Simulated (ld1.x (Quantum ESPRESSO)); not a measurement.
# Configuration tests for zinc (Zn) (TM)

ld1.x (Quantum ESPRESSO) 7.5 input, shortened:

```
&input
   title='Zn', zed=30., rel=1, dft='PBE', iswitch=3,
   config='[Ar] 3d10 4s2 4p0'
 /
 &inputp
   pseudotype=2, tm=.true., lloc=1,
   nlcc=.false.
 /
3
3S  1  0   2.00   0.00  1.00  1.00  0.0
3D  3  2  10.00   0.00  1.40  1.40  0.0
3P  2  1   6.00   0.00  1.00  1.00  0.0
 &test
   configts(1)='3s2 3p6 3d10 4s2 4p0'
 /
```

Occupied shells without a wave of their own: 4s. They enter only through the test configuration that unscreens the potential.

Energies are relative to the spin-unpolarised reference configuration 3s2 3p6 3d10 4s2 4p0; without spin polarisation the order of configurations can differ from experiment.

| valence configuration | charge | ΔE all-electron (eV) | error AE − PS (meV) |
| --- | --- | --- | --- |
| 3s2 3p6 3d10 4s1 4p0 | +1 | 9.888 | -458 |
| 3s2 3p6 3d10 4s0 4p0 | +2 | 28.331 | -1160 |
| 3s2 3p6 3d9 4s0 4p0 | +3 | 68.865 | -1769 |
| 3s2 3p6 3d8 4s0 4p0 | +4 | 130.679 | -2343 |
| 3s2 3p6 3d10 4s0 4p2 | 0 | 10.558 | -770 |
| 3s2 3p6 3d10 4s1 4p1 | 0 | 5.086 | -358 |
| 3s2 3p6 3d9 4s2 4p1 | 0 | 12.244 | +84 |

The 4s level has no wave, so the channel is fitted at the deeper level alone: the likely source of the large errors.

The potential misses its own reference levels by up to 0.3 eV.
